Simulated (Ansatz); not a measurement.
`[NH2][Cd][OH]` + HCl → `[NH2][Cd][Cl]` + H₂O at 700 K and 1 bar (ligand exchange at a Cd–O bond).

Isolated molecules relaxed with PBE0-D4/def2-TZVP in Ansatz; ΔE leaves out vibrations. CCSD(T)/CBS is the MP2 limit (def2-TZVPP, def2-QZVPP) plus CCSD(T) − MP2 in def2-TZVPP, frozen cores. This one scheme is used for every species. Elements past krypton have def2 core potentials. For Cd outer-core shells are correlated without core-valence functions, which leaves a few kJ/mol of doubt a bond. Each species was taken in one conformer, which may not be the lowest.

| species | CCSD(T)/CBS energy (Eh) | H − E (kJ/mol) | S (J/(mol·K)) |
| --- | --- | --- | --- |
| `[NH2][Cd][OH]` | -299.39515 | 150.8 | 380.3 |
| HCl | -460.38127 | 38.4 | 211.8 |
| `[NH2][Cd][Cl]` | -683.44247 | 114.1 | 369.4 |
| H₂O | -76.37941 | 80.5 | 218.4 |

H − E and S are ideal-gas, rigid-rotor, harmonic terms from PBE0-D4/def2-TZVP, for one conformer and one mirror image of each species. 1 Eh = 2625.50 kJ/mol, R = 8.31446 J/(mol·K).

Question: By hand: ΔE, ΔH, ΔS and ΔG.

Answer: ΔE = (-683.44247) + (-76.37941) − (-299.39515) − (-460.38127) = -0.04546 Eh = -119.4 kJ/mol. Δ(H − E) = 114.1 + 80.5 − 150.8 − 38.4 = 5.4, so ΔH = -114.0 kJ/mol. ΔS = 369.4 + 218.4 − 380.3 − 211.8 = -4.3 J/(mol·K). ΔG = -114.0 − 700 × (-4.3)/1000 = -111.0 kJ/mol.

Question: By hand: the equilibrium constant, and the temperature at which ΔG would vanish if ΔH and ΔS stayed fixed.

Answer: log₁₀ K = −ΔG/(RT ln 10) = 8.3. ΔG = 0 at ΔH/ΔS = 26512 K, far beyond where these terms or the molecules hold.

The number of gas molecules stays the same, so ΔS is small and ΔH decides. A doubt of 5 kJ/mol in ΔE shifts log₁₀ K by 0.4 here. Other conformers and mirror images would add mixing entropy, several J/(mol·K) or more a flexible species. These are equilibria of isolated gas molecules and say nothing of rates. Largest T1 diagnostic: 0.016 (customary marks: 0.02 for closed shells, 0.045 for open ones).
